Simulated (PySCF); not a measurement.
CH₆Si, charge +1, doublet, at a GFN2-xTB geometry (a state made from the parent by changing its charge; the spin is typed, not shown lowest), with bond 6-2 at 1.3 times its length. Base run: R2SCAN/3-21G run with PySCF.

Geometry (Å):
```xyz
8

Si    -0.6607     0.0612     0.0509
C      1.2848    -0.1204    -0.0943
H     -0.9251    -1.1539    -0.7660
H     -0.6126     1.5482     0.0423
H     -1.8554    -0.0661     0.9384
H      1.6456    -1.4614     0.1785
H      1.7588     0.5467     0.6237
H      1.6130     0.1427    -1.1007
```
Charge +1, spin multiplicity 2.
Orbitals are unrestricted.
All else is at PySCF's defaults.
Base energy -328.91958 Eh.

Variants of this job, named by their change:

| change | ΔE vs base (mEh) | SCF cycles | <S^2> | outcome |
|---|---|---|---|---|
| base | 0.000 | 11 | 0.754 | converged |
| level_shift = 0.1 (with mf.max_cycle = 100) | 0.000 | 11 | 0.754 | converged |
| conv_tol_grad = 1e-3 | 0.000 | 11 | 0.754 | converged |
| diis = off; damp = 0.3 (with mf.diis_start_cycle = 200; with mf.max_cycle = 150) | - | 150 | - | not converged |
| diis_space = 12 | 0.000 | 11 | 0.754 | converged |
| conv_tol = 1e-4 | 0.008 | 5 | 0.754 | converged |
| init_guess = vsap | 0.000 | 13 | 0.754 | converged |
| diis = off (with mf.max_cycle = 100) | - | 100 | - | not converged |
| init_guess = atom | 0.000 | 12 | 0.754 | converged |
| solver = newton; init_guess = 1e | 0.000 | - | 0.754 | converged |
| conv_tol = 1e-11 | 0.000 | 14 | 0.754 | converged |
| init_guess = mod_huckel | 0.000 | 15 | 0.754 | converged |
| solver = newton | 0.000 | - | 0.754 | converged |

Open shells are given as the SCF converged; they aren't shown to be the lowest states, and a large step between rows can be another state.
